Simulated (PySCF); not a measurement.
C2H7AlO, triplet, geometry from GFN2-xTB (such geometries of metal compounds can be far from the true shape) (a higher spin typed on purpose: for a closed-shell molecule this is an excited state); SVWN5/STO-3G (PySCF).

Input for PySCF:
```python
from pyscf import gto, scf, dft

mol = gto.M(
    atom='''
Al   -0.21900154    0.05592567   -0.14855109
C    -1.38814501   -1.83020623    0.38237172
H    -0.80335939   -2.68254096    0.05854975
H    -2.33110386   -1.76755740   -0.14928425
H    -1.53477950   -1.83591404    1.45557958
C     0.52090965    2.05166916   -0.97062677
H     1.43170175    1.86223665   -1.52549832
H     0.70028164    2.70886357   -0.12846849
H    -0.26637478    2.43086665   -1.61261339
O     1.12082296   -0.28622073    0.76026625
H     1.88748258   -0.48199998    1.28029970
''',
    basis='sto-3g',
    spin=2,
    verbose=4,
)

mf = dft.UKS(mol)
mf.xc = 'lda,vwn'
mf.diis = False
mf.damp = 0.6
mf.diis_start_cycle = 200
mf.max_cycle = 150
mf.kernel()
```

The log (banner, timings and long lists left out):

```
PySCF version 2.14.0

[INPUT] verbose = 4
[INPUT] num. atoms = 11
[INPUT] num. electrons = 40
[INPUT] charge = 0
[INPUT] spin (= nelec alpha-beta = 2S) = 2
[INPUT] symmetry False subgroup None
[INPUT] Mole.unit = angstrom
[INPUT] Symbol           X                Y                Z      unit          X                Y                Z       unit  Magmom
[...]
nuclear repulsion = 146.777274682294
number of shells = 21
number of NR pGTOs = 93
number of NR cGTOs = 31
basis = sto-3g
ecp = {}

******** <class 'pyscf.dft.uks.UKS'> ********
method = UKS
initial guess = minao
damping factor = 0.6
level_shift factor = 0
DIIS disabled
SCF conv_tol = 1e-09
SCF conv_tol_grad = None
SCF max_cycles = 150
direct_scf = True
direct_scf_tol = 1e-13
number electrons alpha = 21  beta = 19
XC library pyscf.dft.libxc version 7.1.2
    S. Lehtola, C. Steigemann, M. J. T. Oliveira, and M. A. L. Marques,  SoftwareX 7, 1–5 (2018)
XC functionals = lda,vwn
    P. A. M. Dirac,  Math. Proc. Cambridge Philos. Soc. 26, 376 (1930)
    F. Bloch,  Z. Phys. 57, 545 (1929)
    S. H. Vosko, L. Wilk, and M. Nusair,  Can. J. Phys. 58, 1200 (1980)
radial grids:
    Treutler-Ahlrichs [JCP 102, 346 (1995); DOI:10.1063/1.469408] (M4) radial grids

becke partition: Becke, JCP 88, 2547 (1988); DOI:10.1063/1.454033
pruning grids: <function nwchem_prune>
grids dens level: 3
symmetrized grids: False
atomic radii adjust function: <function treutler_atomic_radii_adjust>
small_rho_cutoff = 0
Set gradient conv threshold to 3.16228e-05
tot grids = 130160
init E= -390.42308970875

cycle= 1 E= -390.337931837707  delta_E= 0.0852  |g|= 0.519  |ddm|=  2.8

cycle= 2 E= -390.458284926963  delta_E= -0.12  |g|= 0.309  |ddm|= 1.13

cycle= 3 E= -390.479197531649  delta_E= -0.0209  |g|= 0.278  |ddm|= 0.979

cycle= 4 E= -390.473663037004  delta_E= 0.00553  |g|= 0.302  |ddm|= 0.918

cycle= 5 E= -390.486250186766  delta_E= -0.0126  |g|= 0.258  |ddm|= 0.918

cycle= 6 E= -390.478422135548  delta_E= 0.00783  |g|= 0.296  |ddm|= 0.897

cycle= 7 E= -390.489044973251  delta_E= -0.0106  |g|= 0.252  |ddm|= 0.892

cycle= 8 E= -390.48027756675  delta_E= 0.00877  |g|= 0.293  |ddm|= 0.885

cycle= 9 E= -390.49016245872  delta_E= -0.00988  |g|= 0.25  |ddm|= 0.882

cycle= 10 E= -390.481031632282  delta_E= 0.00913  |g|= 0.292  |ddm|= 0.88

cycle= 11 E= -390.490622446853  delta_E= -0.00959  |g|= 0.249  |ddm|= 0.878

cycle= 12 E= -390.481349124218  delta_E= 0.00927  |g|= 0.292  |ddm|= 0.877

[...]

cycle= 121 E= -390.490979931012  delta_E= -0.00937  |g|= 0.248  |ddm|= 0.875

cycle= 122 E= -390.481605766078  delta_E= 0.00937  |g|= 0.291  |ddm|= 0.875

cycle= 123 E= -390.490979931012  delta_E= -0.00937  |g|= 0.248  |ddm|= 0.875

cycle= 124 E= -390.481605766078  delta_E= 0.00937  |g|= 0.291  |ddm|= 0.875

cycle= 125 E= -390.490979931012  delta_E= -0.00937  |g|= 0.248  |ddm|= 0.875

cycle= 126 E= -390.481605766078  delta_E= 0.00937  |g|= 0.291  |ddm|= 0.875

cycle= 127 E= -390.490979931012  delta_E= -0.00937  |g|= 0.248  |ddm|= 0.875

cycle= 128 E= -390.481605766077  delta_E= 0.00937  |g|= 0.291  |ddm|= 0.875

cycle= 129 E= -390.490979931012  delta_E= -0.00937  |g|= 0.248  |ddm|= 0.875

cycle= 130 E= -390.481605766077  delta_E= 0.00937  |g|= 0.291  |ddm|= 0.875

cycle= 131 E= -390.490979931012  delta_E= -0.00937  |g|= 0.248  |ddm|= 0.875

cycle= 132 E= -390.481605766077  delta_E= 0.00937  |g|= 0.291  |ddm|= 0.875

cycle= 133 E= -390.490979931012  delta_E= -0.00937  |g|= 0.248  |ddm|= 0.875

cycle= 134 E= -390.481605766078  delta_E= 0.00937  |g|= 0.291  |ddm|= 0.875

cycle= 135 E= -390.490979931012  delta_E= -0.00937  |g|= 0.248  |ddm|= 0.875

cycle= 136 E= -390.481605766077  delta_E= 0.00937  |g|= 0.291  |ddm|= 0.875

cycle= 137 E= -390.490979931012  delta_E= -0.00937  |g|= 0.248  |ddm|= 0.875

cycle= 138 E= -390.481605766078  delta_E= 0.00937  |g|= 0.291  |ddm|= 0.875

cycle= 139 E= -390.490979931012  delta_E= -0.00937  |g|= 0.248  |ddm|= 0.875

cycle= 140 E= -390.481605766077  delta_E= 0.00937  |g|= 0.291  |ddm|= 0.875

cycle= 141 E= -390.490979931012  delta_E= -0.00937  |g|= 0.248  |ddm|= 0.875

cycle= 142 E= -390.481605766078  delta_E= 0.00937  |g|= 0.291  |ddm|= 0.875

cycle= 143 E= -390.490979931012  delta_E= -0.00937  |g|= 0.248  |ddm|= 0.875

cycle= 144 E= -390.481605766077  delta_E= 0.00937  |g|= 0.291  |ddm|= 0.875

cycle= 145 E= -390.490979931012  delta_E= -0.00937  |g|= 0.248  |ddm|= 0.875

cycle= 146 E= -390.481605766077  delta_E= 0.00937  |g|= 0.291  |ddm|= 0.875

cycle= 147 E= -390.490979931012  delta_E= -0.00937  |g|= 0.248  |ddm|= 0.875

cycle= 148 E= -390.481605766078  delta_E= 0.00937  |g|= 0.291  |ddm|= 0.875

cycle= 149 E= -390.490979931012  delta_E= -0.00937  |g|= 0.248  |ddm|= 0.875

cycle= 150 E= -390.481605766077  delta_E= 0.00937  |g|= 0.291  |ddm|= 0.875
SCF not converged.
SCF energy = -390.481605766077 after 150 cycles  <S^2> = 2.0028447  2S+1 = 3.0018959
```

Convergence was not reached.
